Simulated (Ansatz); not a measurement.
Computed with Ansatz on PBE0-D4/def2-TZVP structures; ΔE is electronic, products minus reactants. CCSD(T)/CBS adds triple-zeta CCSD(T) − MP2 to the extrapolated MP2 energy (def2 sets, frozen cores). DFT in def2-TZVPP. B3LYP here is the variant with VWN-RPA as its local correlation; programs differ in this. HSE06 is defined as in plane-wave codes. Elements past krypton have def2 core potentials. For Cd, Mg outer-core shells are correlated without core-valence functions, which leaves a few kJ/mol of doubt a bond. Each species was taken in one conformer, which may not be the lowest.

Consider the redistribution: `[F][Cd][N]([SiH3])[SiH3]` + `[NH2][Mg][F]` → `[F][Cd][F]` + `[NH2][Mg][N]([SiH3])[SiH3]`.

`[F][Cd][N]([SiH3])[SiH3]`:

```xyz
11

F    -1.356   -3.797   -0.783
Cd   -0.722   -2.013   -0.414
N    -0.082   -0.157   -0.026
Si   -0.116    0.995   -1.308
Si    0.535    0.173    1.548
H    -0.881    0.415   -2.449
H    -0.775    2.259   -0.878
H     1.246    1.342   -1.803
H     0.231   -0.989    2.433
H    -0.091    1.395    2.126
H     2.012    0.377    1.555
```

`[NH2][Mg][F]`:

```xyz
5

N    -0.034    0.019    0.861
Mg    0.041   -0.023   -1.013
F     0.111   -0.064   -2.766
H     0.427    0.685    1.463
H    -0.545   -0.617    1.454
```

`[F][Cd][F]`:

Z-matrix (Å, degrees):
```
Cd
F 1 1.921
F 1 1.921 2 180.0
```

`[NH2][Mg][N]([SiH3])[SiH3]`:

```xyz
13

N    -2.785   -1.430   -0.863
Mg   -1.176   -0.604   -0.364
N     0.475    0.243    0.148
Si    0.914    0.132    1.794
Si    1.346    1.027   -1.093
H    -3.389   -1.973   -0.265
H    -3.208   -1.411   -1.779
H     1.011    1.451    2.483
H     2.201   -0.584    2.028
H    -0.165   -0.653    2.483
H     0.557    0.853   -2.359
H     2.702    0.455   -1.335
H     1.517    2.493   -0.877
```

```
             level  ΔE (kJ/mol)  difference from CCSD(T)/CBS
            PBE-D4         68.0                          0.9
         revPBE-D4         66.7                         -0.4
         r2SCAN-D4         66.9                         -0.2
            B97M-V         61.3                         -5.8
          B3LYP-D4         72.1                          5.0
        r2SCANh-D4         68.2                          1.1
        r2SCAN0-D4         69.7                          2.6
          HSE06-D4         69.6                          2.5
          BHLYP-D4         73.4                          6.3
      CAM-B3LYP-D4         72.4                          5.3
           ωB97X-V         70.0                          2.9
           ωB97M-V         71.5                          4.4
            B2PLYP         74.9                          7.8
          PBE-QIDH         75.9                          8.8
               PBE         66.2                         -0.9
            revPBE         63.2                         -3.9
              BLYP         66.5                         -0.6
            r2SCAN         66.9                         -0.2
              PBE0         68.3                          1.2
             B3LYP         68.7                          1.6
           r2SCANh         68.1                          1.0
           r2SCAN0         69.6                          2.5
             HSE06         68.1                          1.0
             BHLYP         69.4                          2.3
         CAM-B3LYP         70.8                          3.7
           LC-ωPBE         68.7                          1.6
RPA@PBE/def2-TZVPP         70.1                          3.0
       HF/def2-SVP         72.7                          5.6
      MP2/def2-SVP        102.1                         35.0
     CCSD/def2-SVP         90.5                         23.4
  CCSD(T)/def2-SVP         91.6                         24.5
     HF/def2-TZVPP         61.5                         -5.6
    MP2/def2-TZVPP         89.0                         21.9
SCS-MP2/def2-TZVPP         82.2                         15.1
   CCSD/def2-TZVPP         75.0                          7.9
CCSD(T)/def2-TZVPP         76.7                          9.6
     HF/def2-QZVPP         60.0                         -7.1
    MP2/def2-QZVPP         83.0                         15.9
      HF/CBS(def2)         59.8                         -7.3
    CCSD/CBS(def2)         65.4                         -1.7
       CCSD(T)/CBS         67.1                            0
```

Largest T1 diagnostic among the species: 0.018.

At CCSD(T), def2-SVP lies +24.4 kJ/mol from the extrapolated value and def2-TZVPP +9.5 kJ/mol. The D4 term adds +3.4 kJ/mol with B3LYP and +1.5 kJ/mol with PBE0; it sums over pairs of atoms, weighted by their polarisabilities, and B3LYP, whose exchange is more repulsive, gets the larger term.

CCSD(T)/CBS has its own doubt, a few kJ/mol and more with outer-core shells, so smaller differences from it don't rank the levels.
